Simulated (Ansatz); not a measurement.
Geometry optimisation, UKS PBE/def2-SVP in Ansatz.

Input:

```yaml
crystal:
  periodic: [false, false, false]
  atoms:
    - { symbol: Hf, position_ang: [-0.223148, -0.022358, 0.346268] }
    - { symbol: Cl, position_ang: [-1.53206, 0.068835, 2.481182] }
    - { symbol: "N", position_ang: [1.79416, -0.012464, -0.033632] }
    - { symbol: H, position_ang: [2.451416, -0.34968, 0.700598] }
    - { symbol: H, position_ang: [2.315379, 0.509802, -0.758386] }
    - { symbol: "N", position_ang: [-0.911109, 1.5749, -0.733765] }
    - { symbol: H, position_ang: [-1.441063, 1.573789, -1.615437] }
    - { symbol: H, position_ang: [-0.880488, 2.547795, -0.389135] }
    - { symbol: "N", position_ang: [-0.916294, -1.567308, -0.760599] }
    - { symbol: H, position_ang: [-1.891355, -1.895006, -0.719344] }
    - { symbol: H, position_ang: [-0.396343, -2.1697, -1.409067] }
    - { symbol: Cl, position_ang: [1.637906, -0.258607, 3.088618] }
magnetization:
  spin_polarized: true
  initial_magnetization: 1
basis:
  gaussian: { orbitals: def2-SVP }
hamiltonian:
  xc: pbe
relax:
  f_tol: 0.03
  max_steps: 50
output:
  orbitals: {}
```

Run as:

```bash
$ ansatz run input.yaml --threads 4 --pin off --max-ram 5120MiB --backend cpu --events-out ev --progress --plain --runs-dir out
```

Question: Where does it end, and by what steps?

Answer: The run converged. After 19 steps the energy has fallen by 1.333 eV; Cl2 moved furthest, 1.26 Å.

```tsv
step	energy less start (eV)	largest force component (eV/Å)	accepted
0	0.0000	0.922	yes
1	-0.1850	0.452	yes
2	-0.3754	0.560	yes
3	-0.5661	0.490	yes
4	-0.7756	0.487	yes
5	-0.9390	0.611	yes
6	-1.0661	0.601	yes
7	-1.1467	0.782	yes
8	-1.2024	1.165	yes
9	-1.2764	0.488	yes
10	-1.2850	0.725	yes
11	-1.2961	0.130	yes
12	-1.3053	0.157	yes
13	-1.3143	0.307	yes
14	-1.3221	0.257	yes
15	-1.3261	0.257	yes
16	-1.3295	0.183	yes
17	-1.3317	0.159	yes
18	-1.3326	0.030	yes
19	-1.3327	0.015	yes
```

```xyz
12
Properties=species:S:1:pos:R:3
Hf -0.325 -0.194 0.773
Cl -2.536 0.012 1.728
N 1.537 0.047 -0.422
H 2.382 0.497 -0.036
H 1.597 0.119 -1.449
N -0.412 1.710 -0.204
H -0.574 1.890 -1.203
H -0.147 2.599 0.245
N -0.778 -1.736 -0.474
H -1.699 -2.189 -0.497
H -0.105 -2.318 -0.985
Cl 1.068 -0.438 2.720
```

Whether the end is a true minimum wasn't checked by a vibrational analysis.

Time of the run: 83 s on 4 threads of Arm Neoverse V2, on a shared host, peak memory 0.44 GiB.
